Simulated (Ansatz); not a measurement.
Reaction (homolysis of the C–Si bond): `C[Si](O)(O)O` → `[CH3]`• + `O[Si](O)O`•

Computed with Ansatz on PBE0-D4/def2-TZVP structures; ΔE is electronic, products minus reactants. CCSD(T)/CBS is the MP2 limit (def2-TZVPP, def2-QZVPP) plus CCSD(T) − MP2 in def2-TZVPP, frozen cores. This one scheme is used for every species. DFT in def2-TZVPP. Open shells (•) are unrestricted, without spin–orbit coupling. One conformer a species, not always the lowest.

`C[Si](O)(O)O`:

Z-matrix (Å, degrees):
```
C
Si 1 1.847
H 1 1.092 2 110.3
H 1 1.092 2 110.9 3 120.0
H 1 1.093 2 111.2 3 -119.5
O 2 1.639 1 113.1 3 -57.4
O 2 1.647 1 112.4 3 -174.5
O 2 1.637 1 105.6 3 62.1
H 6 0.958 2 116.0 1 -107.2
H 7 0.958 2 117.9 1 -59.1
H 8 0.959 2 116.8 1 -166.6
```

`[CH3]`•:

Cartesian coordinates in Å:
```
C 0.000 0.000 0.000
H -0.774 -0.383 0.649
H 0.449 -0.642 -0.743
H 0.325 1.026 0.095
```

`O[Si](O)O`•:

```xyz
7

O    -0.023    0.865    1.223
Si    0.367    0.288   -0.270
O    -0.858    0.354   -1.355
O     0.717   -1.304   -0.068
H    -0.121    1.815    1.311
H    -1.284   -0.481   -1.566
H     1.202   -1.538    0.725
```

```csv
level,ΔE (eV)
r2SCAN0,4.11
LC-ωPBE,4.24
MP2/def2-TZVPP,4.46
HF/def2-QZVPP,3.26
```

(1) What does CCSD(T)/CBS give? (Best estimate.)

Largest T1 diagnostic among the species: 0.014.

## Answers

(1) Ansatz gave: +4.44 eV. The listed levels differ from it by -0.33, -0.20, 0.02, -1.18 eV.

Leaving LDA and LC-ωPBE aside and taking each functional with its dispersion term where it has one, the values, not all of them listed here, spread over 0.42 eV, from r2SCAN-D4 to ωB97M-V. LDA lies +0.71 eV from PBE without D4, its usual overbinding. From PBE to PBE0 (25 % exact exchange), in def2-TZVPP and without D4, ΔE moves by +0.07 eV.
